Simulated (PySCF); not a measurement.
## Identify the compound

Molecular formula: C4H14Si3. Simulated spectra:

¹H NMR (400 MHz, computed): δ 4.56 (m, 1H), 4.56 (m, 1H), 4.25 (m, 1H), 3.70 (d, 3H), 1.72 (m, 1H), 1.29 (s, 3H), 1.27 (s, 3H), 1.00 (m, 1H).

¹³C{¹H} NMR (computed): δ 35.4, 33.0, 32.8, 28.9.

Computational details: PBE0/pcSseg-1 with gauge-including orbitals, GFN2-xTB structure, in PySCF 2.14 (in vacuum, non-relativistic, one computed conformer, equivalent nuclei averaged).

Scale: ¹H (σ = 31.72 ppm), ¹³C (σ = 186.93 ppm) against TMS (reference shieldings calculated alike).

Which candidate is it?
A. C[SiH2]C/C=C/[SiH2][SiH3]
B. CC1(C)C[Si@@H]([SiH3])[SiH2]1
C. C[C@]1([SiH3])C[Si@H]([SiH3])C1
D. C[SiH2]C/C([SiH3])=C\[SiH3]

Answers

B. 

1. Rings plus π bonds: 1 (1 ring in the answer).
2. 4 carbon signals for 4 carbons: no two carbons are equivalent.
3. Carbon types of the structure: 1 × C, 1 × CH2, 2 × CH3, leaving 6 H on heteroatoms.
4. δC 35.4, 32.8: methyl carbon; aliphatic region, no heteroatom directly attached.
5. δC 33.0: fully substituted sp3 carbon bonded to Si.
6. δC 28.9: sp3 CH2 bonded to Si.
7. δH 4.56: hydrogen on a silicon bonded to C, 2 Si, in a 4-membered ring.
8. δH 1.29, 1.27: hydrogen on a methyl carbon.

The others: C[SiH2]C/C([SiH3])=C\[SiH3] would give 6 signals for carbon-bound and other non-exchanging H, not 8; C[SiH2]C/C=C/[SiH2][SiH3] would give 7 signals for carbon-bound and other non-exchanging H, not 8; C[C@]1([SiH3])C[Si@H]([SiH3])C1 would give 3 carbon signals, not 4.

Shifts are as computed. Against solution values, carbons near 30 ppm lie about +3 ppm off and those near 130 ppm about +5 ppm. Of 1211 compounds with measured shifts, 218 miss one by over three times the rms of a fit or turn the order of signals round; such compounds aren't used in these exercises. Multiplicities follow the n + 1 count of equivalent neighbours, as no J values were calculated; m marks all less simple cases, F and P coupling included.
